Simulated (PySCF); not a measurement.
Ne⁺ (neon, charge +1): UHF calculation

Configuration: [He] 2s1 2p5 3s1, high-spin 4P determinant (an excited configuration). Calculation: PySCF 2.14, in aug-cc-pwCVDZ (5s4p2d, 27 functions); the non-relativistic Hamiltonian (point nucleus).

- Total energy: -125.823139 hartree
- One-electron energy: -169.3547 hartree
- Hartree (Coulomb) energy: 54.6380 hartree
- Exchange energy: -11.1064 hartree
- Kinetic energy: 125.95310 hartree
- ⟨S²⟩: 3.7528
- ⟨L²⟩: 2.003
- Sum of ⟨r⟩: 8.005 bohr
- Sum of ⟨r²⟩: 13.53 bohr²
- Traceless quadrupole moment −½Σ⟨3z² − r²⟩ along its main axis: 0.349 e·bohr²
- Density at the nucleus (Gaussians lack the cusp): 582 bohr⁻³
- Spin density at the nucleus: 20.2 bohr⁻³
- Langevin diamagnetic susceptibility: -10.7 ×10⁻⁶ cm³/mol

```tsv
shell	electrons	mean orbital energy (eV)	spread (eV)	rms radius, mean of both spins (bohr)
1s α	1	-933.41	0	0.183
1s β	1	-927.87	0	0.183
2s α	1	-89.119	0	0.895
2p α	3	-59.057	3.648	0.935
2p β	2	-49.281	0	0.935
3s α	1	-13.131	0	2.88
```

The outer electron is Rydberg-like, and this basis confines it to a smaller radius and binds it less than a complete one would.

Spin-orbit constants ζ (cm⁻¹) from the X2C one-electron operator on these orbitals (non-relativistic here): bare nucleus, nucleus screened by l(l+1)(2l+1)/3 electrons, and screened by the Breit-Pauli mean field of the electrons.

```csv
shell,bare,screened nucleus,mean field
2p,791.9,633.5,559.4
```

To first order the Landé constant is A = -186.5 cm⁻¹, so the lowest level has J = 5/2 and lies 0.0347 eV below the centre of the term. This holds in LS coupling only.
